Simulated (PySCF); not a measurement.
**Al (aluminium, neutral) across methods**

[Ne] 3s2 3p1, 2P determinant. Computed with PySCF 2.14 in x2c-QZVPPall (9s6p4d2f1g, 70 functions), with scalar relativity by spin-free X2C-1e.

```json
{"method": "r2SCAN0", "E (hartree)": "-242.7744", "mean ε 3s α (eV)": "-9.074", "mean ε 3s β (eV)": "-8.228", "mean ε 3p α (eV)": "-4.077", "Σ⟨r²⟩ (bohr²)": "32.29", "⟨S²⟩": "0.763"}
{"method": "revPBE", "E (hartree)": "-242.7651", "mean ε 3s α (eV)": "-7.853", "mean ε 3s β (eV)": "-7.251", "mean ε 3p α (eV)": "-3.093", "Σ⟨r²⟩ (bohr²)": "32.52", "⟨S²⟩": "0.756"}
{"method": "M06", "E (hartree)": "-242.7976", "mean ε 3s α (eV)": "-8.887", "mean ε 3s β (eV)": "-8.125", "mean ε 3p α (eV)": "-3.488", "Σ⟨r²⟩ (bohr²)": "32.19", "⟨S²⟩": "0.752"}
{"method": "PBE0", "E (hartree)": "-242.6971", "mean ε 3s α (eV)": "-8.990", "mean ε 3s β (eV)": "-8.184", "mean ε 3p α (eV)": "-3.897", "Σ⟨r²⟩ (bohr²)": "32.37", "⟨S²⟩": "0.757"}
{"method": "LDA", "E (hartree)": "-241.7548", "mean ε 3s α (eV)": "-8.018", "mean ε 3s β (eV)": "-7.437", "mean ε 3p α (eV)": "-3.001", "Σ⟨r²⟩ (bohr²)": "32.70", "⟨S²⟩": "0.752"}
{"method": "r2SCAN", "E (hartree)": "-242.7782", "mean ε 3s α (eV)": "-8.053", "mean ε 3s β (eV)": "-7.399", "mean ε 3p α (eV)": "-3.332", "Σ⟨r²⟩ (bohr²)": "32.33", "⟨S²⟩": "0.763"}
{"method": "wB97M-V", "E (hartree)": "-242.7925", "mean ε 3s α (eV)": "-11.141", "mean ε 3s β (eV)": "-10.406", "mean ε 3p α (eV)": "-5.206", "Σ⟨r²⟩ (bohr²)": "33.28", "⟨S²⟩": "0.751"}
{"method": "PBE", "E (hartree)": "-242.6779", "mean ε 3s α (eV)": "-7.897", "mean ε 3s β (eV)": "-7.302", "mean ε 3p α (eV)": "-3.080", "Σ⟨r²⟩ (bohr²)": "32.54", "⟨S²⟩": "0.755"}
```

Question: Estimate the same row for UHF.

Answer: E (hartree) = -242.31747; mean ε 3s α (eV) = -11.603; mean ε 3s β (eV) = -9.915; mean ε 3p α (eV) = -5.935; Σ⟨r²⟩ (bohr²) = 33.11; ⟨S²⟩ = 0.770.
